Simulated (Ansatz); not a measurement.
```yaml
crystal:
  periodic: [false, false, false]
  atoms:
    - {symbol: N, position_ang: [0.570943, -1.140947, 0.066037]}
    - {symbol: Sn, position_ang: [1.234187, -0.498129, -1.433749]}
    - {symbol: O, position_ang: [-0.829539, 1.509202, -0.969891]}
    - {symbol: C, position_ang: [-1.392646, 0.903960, 0.172947]}
    - {symbol: F, position_ang: [-0.760853, 1.420130, 1.255853]}
    - {symbol: F, position_ang: [-2.217179, 0.353508, 0.180087]}
    - {symbol: H, position_ang: [0.899436, -1.179358, 1.020307]}
    - {symbol: H, position_ang: [0.008861, -2.111599, 0.099159]}
    - {symbol: H, position_ang: [2.377626, 0.808787, -0.550788]}
basis:
  gaussian: {orbitals: STO-3G, final_grid: {core_spheres: 1, valence_spheres: 1, degree: 5}}
magnetization: {spin_polarized: true, initial_magnetization: 2}
hamiltonian: {xc: {name: PBE}}
output: {forces: true}
```

```sh
$ ansatz run in.yaml --threads 4 --pin off --events-out ev --progress --plain --max-ram 10444MiB
```

Output, abridged:

```
Functional definition: PBE
769 factors; integrals over basis functions are off by at most 3.7e-5 eV
mean field evaluation 1: about -172192.2900 eV, gradient 3.6e1 eV
mean field evaluation 2: about -172077.3411 eV, gradient 1.0e2 eV
mean field evaluation 4: about -172201.2223 eV, gradient 8.7e0 eV
mean field evaluation 8: about -172201.0113 eV, gradient 7.5e0 eV
mean field evaluation 16: about -172162.4236 eV, gradient 1.7e-3 eV
mean field -172162.42360435 eV, -6326.8523715780 hartree, gradient 3.2e-6 eV, S^2 2.007306; 8 other end points of the search recorded, 0 dependent functions left out
reference -172162.42361482 eV, -6326.8523719628 hartree; 47, 45 occupied and 8, 10 virtual orbitals, 769 factors
Total energy: -172162.42361482 eV, -6326.8523719628 hartree
Atom 0 at     0.570943    -1.140947     0.066037 Å, force     0.087536   -21.082476    15.540536 eV/Å
Atom 1 at     1.234187    -0.498129    -1.433749 Å, force    -3.232233     8.494567    -9.092296 eV/Å
Atom 2 at    -0.829539     1.509202    -0.969891 Å, force    -0.698675    -3.982615     2.785535 eV/Å
Atom 3 at    -1.392646     0.903960     0.172947 Å, force    33.828820    27.200408     0.003391 eV/Å
Atom 4 at    -0.760853     1.420130     1.255853 Å, force    -0.349376     0.176265    -2.431025 eV/Å
Atom 5 at    -2.217179     0.353508     0.180087 Å, force   -32.309957   -20.804047    -3.340419 eV/Å
Atom 6 at     0.899436    -1.179358     1.020307 Å, force    -1.381966     1.389526    -3.559401 eV/Å
Atom 7 at     0.008861    -2.111599     0.099159 Å, force     2.347149     6.081828    -0.497924 eV/Å
Atom 8 at     2.377626     0.808787    -0.550788 Å, force     1.708703     2.526544     0.591604 eV/Å
Dipole moment:    -0.266331    -0.496757     0.486216 e Å
```

Question: What is wrong with this run?

Answer: The integration grid is far too coarse. The run converged. The result belongs to that input, not to the molecule as meant.
